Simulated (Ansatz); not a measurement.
# A small benchmark: atomisation enthalpy at 298 K

6 molecules holding Si, Ge, B, Al, Ga, P or As; the atomisation enthalpy at 298 K in kJ/mol, computed less measured. Shapes, held fixed at every level: PBE0-D4/def2-TZVP. Flexible molecules stand in one conformer, not always the lowest. Thermal terms are harmonic and unscaled (PBE0-D4/def2-TZVP); the spin-orbit lowering of the free atoms is taken from their spectra. Programs: Ansatz 0.2.0. Measured values: CRC Handbook of Chemistry and Physics, NIST-JANAF tables.

Levels: A = HF/def2-SVP; B = HF/def2-TZVPP; C = r2SCAN-D4/def2-TZVPP; D = B2PLYP/def2-TZVPP.

| molecule | from tabulated heats | A | B | C | D |
| --- | --- | --- | --- | --- | --- |
| SiO2 (silicon dioxide molecule) | 1254 | -684 | -619 | -25 | -36 |
| BBrCl2 (bromodichloroborane) | 1262 | -306 | -333 | +39 | -21 |
| SiBr4 (tetrabromosilane) | 1313 | -452 | -424 | +25 | -57 |
| GeH4 (germane) | 1153 | -280 | -280 | +18 | +5 |
| PH2(PH2) (diphosphine) | 1484 | -542 | -508 | -5 | -21 |
| P4S3 (tetraphosphorus trisulfide) | 2248 | -1397 | -1250 | -10 | -143 |

Problem. Sum up the errors.

Solution. 
| level | kind | mean error | mean absolute error | worst case |
| --- | --- | --- | --- | --- |
| HF/def2-SVP | Hartree–Fock | -610.2 | 610.2 | P4S3 |
| HF/def2-TZVPP | Hartree–Fock | -569.0 | 569.0 | P4S3 |
| r2SCAN-D4/def2-TZVPP | meta-GGA | +7.0 | 20.3 | BBrCl2 |
| B2PLYP/def2-TZVPP | double hybrid | -45.5 | 47.2 | P4S3 |

On this set r2SCAN-D4/def2-TZVPP has the smallest mean absolute error and HF/def2-SVP the largest. HF/def2-SVP is too low in 6 of 6; HF/def2-TZVPP is too low in 6 of 6; B2PLYP/def2-TZVPP is too low in 5 of 6. The heats of SiBr4, PH2(PH2) come from older tables and can be uncertain by 10 kJ/mol or more. The molecules' own spin-orbit binding is left out, so errors for heavy halides read too negative. The tabulated values of SiO2, BBrCl2, P4S3 are in doubt (older tables, estimates, or at odds with other calculations) and kept here. Over the 3 molecules whose values aren't doubted the mean absolute errors are A 424.7; B 404.0; C 16.0; D 27.7. The largest two are near a tie. Hartree–Fock lacks correlation and underbinds. Relativity is left out for Br, Ge. Outer-core shells of Br, Ge are correlated, in sets that cover them unevenly. The set is small.
